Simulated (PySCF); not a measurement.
C$_{4}$H$_{10}$O, charge -1, doublet, at the geometry of the source list (a state made from the parent by changing its charge; the spin is typed, not shown lowest); R2SCAN/STO-3G (PySCF).

Here is a job for PySCF.
```python
from pyscf import gto, scf, dft

mol = gto.M(
    atom='''
C    -2.19060000   -0.09530000    0.21800000
C    -0.85850000   -0.04340000   -0.51960000
C     0.31850000    0.01870000    0.44880000
C     1.65600000    0.07090000   -0.28060000
O     2.69010000    0.12660000    0.68120000
H    -2.23690000   -0.97320000    0.85780000
H    -3.01690000   -0.13920000   -0.48710000
H    -2.31530000    0.78760000    0.84010000
H    -0.83720000    0.83350000   -1.17070000
H    -0.75880000   -0.92780000   -1.15310000
H     0.23690000    0.90320000    1.08190000
H     0.31520000   -0.85680000    1.09950000
H     1.69000000    0.95740000   -0.93150000
H     1.76920000   -0.82190000   -0.91370000
H     3.53840000    0.15980000    0.22900000
''',
    basis='sto-3g',
    charge=-1,
    spin=1,
    verbose=4,
)

mf = dft.UKS(mol)
mf.xc = 'r2scan'
mf.diis = False
mf.max_cycle = 100
mf.kernel()
```

### Question
Predict the main parts of the log of this PySCF run.

### Answer

```
PySCF version 2.14.0

[INPUT] verbose = 4
[INPUT] num. atoms = 15
[INPUT] num. electrons = 43
[INPUT] charge = -1
[INPUT] spin (= nelec alpha-beta = 2S) = 1
[INPUT] symmetry False subgroup None
[INPUT] Mole.unit = angstrom
[INPUT] Symbol           X                Y                Z      unit          X                Y                Z       unit  Magmom
[...]
nuclear repulsion = 185.57362546393
number of shells = 25
number of NR pGTOs = 105
number of NR cGTOs = 35
basis = sto-3g
ecp = {}

******** <class 'pyscf.dft.uks.UKS'> ********
method = UKS
initial guess = minao
damping factor = 0
level_shift factor = 0
DIIS disabled
SCF conv_tol = 1e-09
SCF conv_tol_grad = None
SCF max_cycles = 100
direct_scf = True
direct_scf_tol = 1e-13
number electrons alpha = 22  beta = 21
XC library pyscf.dft.libxc version 7.1.2
    S. Lehtola, C. Steigemann, M. J. T. Oliveira, and M. A. L. Marques,  SoftwareX 7, 1–5 (2018)
XC functionals = r2scan
    J. W. Furness, A. D. Kaplan, J. Ning, J. P. Perdew, and J. Sun,  J. Phys. Chem. Lett. 11, 8208–8215 (2020)
    J. W. Furness, A. D. Kaplan, J. Ning, J. P. Perdew, and J. Sun,  J. Phys. Chem. Lett. 11, 9248–9248 (2020)
    J. W. Furness, A. D. Kaplan, J. Ning, J. P. Perdew, and J. Sun,  J. Phys. Chem. Lett. 11, 8208–8215 (2020)
    J. W. Furness, A. D. Kaplan, J. Ning, J. P. Perdew, and J. Sun,  J. Phys. Chem. Lett. 11, 9248–9248 (2020)
radial grids:
    Treutler-Ahlrichs [JCP 102, 346 (1995); DOI:10.1063/1.469408] (M4) radial grids

becke partition: Becke, JCP 88, 2547 (1988); DOI:10.1063/1.454033
pruning grids: <function nwchem_prune>
grids dens level: 3
symmetrized grids: False
atomic radii adjust function: <function treutler_atomic_radii_adjust>
small_rho_cutoff = 0
Set gradient conv threshold to 3.16228e-05
tot grids = 168640
init E= -230.819269488387

cycle= 1 E= -230.004640775844  delta_E= 0.815  |g|= 0.463  |ddm|= 3.67
cycle= 2 E= -229.775394276139  delta_E= 0.229  |g|= 0.671  |ddm|=  3.7
cycle= 3 E= -229.647124250815  delta_E= 0.128  |g|= 0.787  |ddm|= 3.89
cycle= 4 E= -217.611266163286  delta_E=   12  |g|= 2.63  |ddm|=    7

cycle= 5 E= -192.169253829522  delta_E= 25.4  |g|= 2.37  |ddm|= 11.9
cycle= 6 E= -166.854221975643  delta_E= 25.3  |g|= 1.52  |ddm|= 16.4
cycle= 7 E= -183.100197785089  delta_E= -16.2  |g|= 1.63  |ddm|= 16.5
cycle= 8 E= -167.893674476793  delta_E= 15.2  |g|= 2.02  |ddm|= 16.5
cycle= 9 E= -183.061689634075  delta_E= -15.2  |g|=  1.6  |ddm|= 16.5
cycle= 10 E= -167.923498286461  delta_E= 15.1  |g|= 2.03  |ddm|= 16.5
cycle= 11 E= -183.06124590326  delta_E= -15.1  |g|=  1.6  |ddm|= 16.5
cycle= 12 E= -167.924532285474  delta_E= 15.1  |g|= 2.03  |ddm|= 16.5
cycle= 13 E= -183.061247743758  delta_E= -15.1  |g|=  1.6  |ddm|= 16.5
cycle= 14 E= -167.924575478904  delta_E= 15.1  |g|= 2.03  |ddm|= 16.5
cycle= 15 E= -183.061248346797  delta_E= -15.1  |g|=  1.6  |ddm|= 16.5
cycle= 16 E= -167.924577481759  delta_E= 15.1  |g|= 2.03  |ddm|= 16.5
cycle= 17 E= -183.061248388577  delta_E= -15.1  |g|=  1.6  |ddm|= 16.5
cycle= 18 E= -167.924577579777  delta_E= 15.1  |g|= 2.03  |ddm|= 16.5
cycle= 19 E= -183.061248390949  delta_E= -15.1  |g|=  1.6  |ddm|= 16.5
cycle= 20 E= -167.924577584695  delta_E= 15.1  |g|= 2.03  |ddm|= 16.5
cycle= 21 E= -183.061248391076  delta_E= -15.1  |g|=  1.6  |ddm|= 16.5
cycle= 22 E= -167.924577584945  delta_E= 15.1  |g|= 2.03  |ddm|= 16.5
cycle= 23 E= -183.061248391083  delta_E= -15.1  |g|=  1.6  |ddm|= 16.5
cycle= 24 E= -167.924577584956  delta_E= 15.1  |g|= 2.03  |ddm|= 16.5
cycle= 25 E= -183.061248391083  delta_E= -15.1  |g|=  1.6  |ddm|= 16.5
cycle= 26 E= -167.924577584957  delta_E= 15.1  |g|= 2.03  |ddm|= 16.5
cycle= 27 E= -183.061248391084  delta_E= -15.1  |g|=  1.6  |ddm|= 16.5
cycle= 28 E= -167.924577584958  delta_E= 15.1  |g|= 2.03  |ddm|= 16.5
cycle= 29 E= -183.061248391083  delta_E= -15.1  |g|=  1.6  |ddm|= 16.5
cycle= 30 E= -167.924577584957  delta_E= 15.1  |g|= 2.03  |ddm|= 16.5
cycle= 31 E= -183.061248391083  delta_E= -15.1  |g|=  1.6  |ddm|= 16.5
[...]
cycle= 46 E= -167.924577584958  delta_E= 15.1  |g|= 2.03  |ddm|= 16.5
cycle= 47 E= -183.061248391083  delta_E= -15.1  |g|=  1.6  |ddm|= 16.5
cycle= 48 E= -167.924577584958  delta_E= 15.1  |g|= 2.03  |ddm|= 16.5
cycle= 49 E= -183.061248391083  delta_E= -15.1  |g|=  1.6  |ddm|= 16.5
cycle= 50 E= -167.924577584957  delta_E= 15.1  |g|= 2.03  |ddm|= 16.5
cycle= 51 E= -183.061248391083  delta_E= -15.1  |g|=  1.6  |ddm|= 16.5
cycle= 52 E= -167.924577584958  delta_E= 15.1  |g|= 2.03  |ddm|= 16.5
cycle= 53 E= -183.061248391083  delta_E= -15.1  |g|=  1.6  |ddm|= 16.5
cycle= 54 E= -167.924577584957  delta_E= 15.1  |g|= 2.03  |ddm|= 16.5
cycle= 55 E= -183.061248391083  delta_E= -15.1  |g|=  1.6  |ddm|= 16.5
cycle= 56 E= -167.924577584957  delta_E= 15.1  |g|= 2.03  |ddm|= 16.5
cycle= 57 E= -183.061248391084  delta_E= -15.1  |g|=  1.6  |ddm|= 16.5
cycle= 58 E= -167.924577584957  delta_E= 15.1  |g|= 2.03  |ddm|= 16.5
cycle= 59 E= -183.061248391083  delta_E= -15.1  |g|=  1.6  |ddm|= 16.5
cycle= 60 E= -167.924577584958  delta_E= 15.1  |g|= 2.03  |ddm|= 16.5
cycle= 61 E= -183.061248391083  delta_E= -15.1  |g|=  1.6  |ddm|= 16.5
cycle= 62 E= -167.924577584957  delta_E= 15.1  |g|= 2.03  |ddm|= 16.5
cycle= 63 E= -183.061248391083  delta_E= -15.1  |g|=  1.6  |ddm|= 16.5
cycle= 64 E= -167.924577584958  delta_E= 15.1  |g|= 2.03  |ddm|= 16.5
cycle= 65 E= -183.061248391083  delta_E= -15.1  |g|=  1.6  |ddm|= 16.5
cycle= 66 E= -167.924577584957  delta_E= 15.1  |g|= 2.03  |ddm|= 16.5
cycle= 67 E= -183.061248391083  delta_E= -15.1  |g|=  1.6  |ddm|= 16.5
cycle= 68 E= -167.924577584957  delta_E= 15.1  |g|= 2.03  |ddm|= 16.5
cycle= 69 E= -183.061248391083  delta_E= -15.1  |g|=  1.6  |ddm|= 16.5
cycle= 70 E= -167.924577584958  delta_E= 15.1  |g|= 2.03  |ddm|= 16.5
cycle= 71 E= -183.061248391084  delta_E= -15.1  |g|=  1.6  |ddm|= 16.5
cycle= 72 E= -167.924577584957  delta_E= 15.1  |g|= 2.03  |ddm|= 16.5
cycle= 73 E= -183.061248391084  delta_E= -15.1  |g|=  1.6  |ddm|= 16.5
cycle= 74 E= -167.924577584957  delta_E= 15.1  |g|= 2.03  |ddm|= 16.5
cycle= 75 E= -183.061248391083  delta_E= -15.1  |g|=  1.6  |ddm|= 16.5
cycle= 76 E= -167.924577584957  delta_E= 15.1  |g|= 2.03  |ddm|= 16.5
cycle= 77 E= -183.061248391083  delta_E= -15.1  |g|=  1.6  |ddm|= 16.5
cycle= 78 E= -167.924577584957  delta_E= 15.1  |g|= 2.03  |ddm|= 16.5
cycle= 79 E= -183.061248391083  delta_E= -15.1  |g|=  1.6  |ddm|= 16.5
cycle= 80 E= -167.924577584957  delta_E= 15.1  |g|= 2.03  |ddm|= 16.5
cycle= 81 E= -183.061248391083  delta_E= -15.1  |g|=  1.6  |ddm|= 16.5
cycle= 82 E= -167.924577584958  delta_E= 15.1  |g|= 2.03  |ddm|= 16.5
cycle= 83 E= -183.061248391083  delta_E= -15.1  |g|=  1.6  |ddm|= 16.5
cycle= 84 E= -167.924577584958  delta_E= 15.1  |g|= 2.03  |ddm|= 16.5
cycle= 85 E= -183.061248391083  delta_E= -15.1  |g|=  1.6  |ddm|= 16.5
cycle= 86 E= -167.924577584958  delta_E= 15.1  |g|= 2.03  |ddm|= 16.5
cycle= 87 E= -183.061248391083  delta_E= -15.1  |g|=  1.6  |ddm|= 16.5
cycle= 88 E= -167.924577584957  delta_E= 15.1  |g|= 2.03  |ddm|= 16.5
cycle= 89 E= -183.061248391084  delta_E= -15.1  |g|=  1.6  |ddm|= 16.5
cycle= 90 E= -167.924577584957  delta_E= 15.1  |g|= 2.03  |ddm|= 16.5
cycle= 91 E= -183.061248391083  delta_E= -15.1  |g|=  1.6  |ddm|= 16.5
cycle= 92 E= -167.924577584958  delta_E= 15.1  |g|= 2.03  |ddm|= 16.5
cycle= 93 E= -183.061248391083  delta_E= -15.1  |g|=  1.6  |ddm|= 16.5
cycle= 94 E= -167.924577584958  delta_E= 15.1  |g|= 2.03  |ddm|= 16.5
cycle= 95 E= -183.061248391084  delta_E= -15.1  |g|=  1.6  |ddm|= 16.5
cycle= 96 E= -167.924577584958  delta_E= 15.1  |g|= 2.03  |ddm|= 16.5
cycle= 97 E= -183.061248391083  delta_E= -15.1  |g|=  1.6  |ddm|= 16.5
cycle= 98 E= -167.924577584958  delta_E= 15.1  |g|= 2.03  |ddm|= 16.5
cycle= 99 E= -183.061248391083  delta_E= -15.1  |g|=  1.6  |ddm|= 16.5
cycle= 100 E= -167.924577584958  delta_E= 15.1  |g|= 2.03  |ddm|= 16.5
SCF not converged.
SCF energy = -167.924577584958 after 100 cycles  <S^2> = 0.75129608  2S+1 = 2.0012957
```

Convergence was not reached.
